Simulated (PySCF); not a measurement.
C2H2F2. Atoms are numbered in the order given.

```xyz
6

F      0.1268    -1.7698     0.0000
C     -0.3959    -0.5364     0.0000
C      0.3959     0.5364     0.0000
F     -0.1268     1.7698     0.0000
H     -1.4875    -0.5009     0.0000
H      1.4875     0.5009     0.0000
```
Charge 0, spin multiplicity 1.

Coordinates come from a TPSSh-D3(BJ)/def2-SVP optimisation.

Computed with PySCF with TDA-PBE/def2-SVPD.

Vertical excitations.  State labels are in the subgroup C2h.

```tsv
state	symmetry	energy (eV)	λ (nm)	f	main pairs
S1	Bg	6.44	192	0.000	HOMO→LUMO+1 99 %
S2	Au	6.93	179	0.025	HOMO→LUMO+2 100 %
S3	Bg	7.46	166	0.000	HOMO→LUMO+3 99 %
S4	Bu	7.72	161	0.357	HOMO→LUMO 84 %
S5	Bg	8.06	154	0.000	HOMO−1→LUMO 100 %
S6	Au	8.51	146	0.006	HOMO→LUMO+4 93 %
S7	Au	9.05	137	0.003	HOMO−2→LUMO 93 %
S8	Bu	9.12	136	0.017	HOMO−1→LUMO+1 99 %
S9	Ag	9.19	135	0.000	HOMO→LUMO+5 96 %
S10	Au	9.36	132	0.003	HOMO→LUMO+6 100 %
T1	Bu	4.30	288	0	HOMO→LUMO 99 %
T2	Bg	6.05	205	0	HOMO→LUMO+1 99 %
T3	Au	6.82	182	0	HOMO→LUMO+2 100 %
T4	Bg	7.18	173	0	HOMO→LUMO+3 99 %
```
Triplets are in the Tamm–Dancoff approximation.
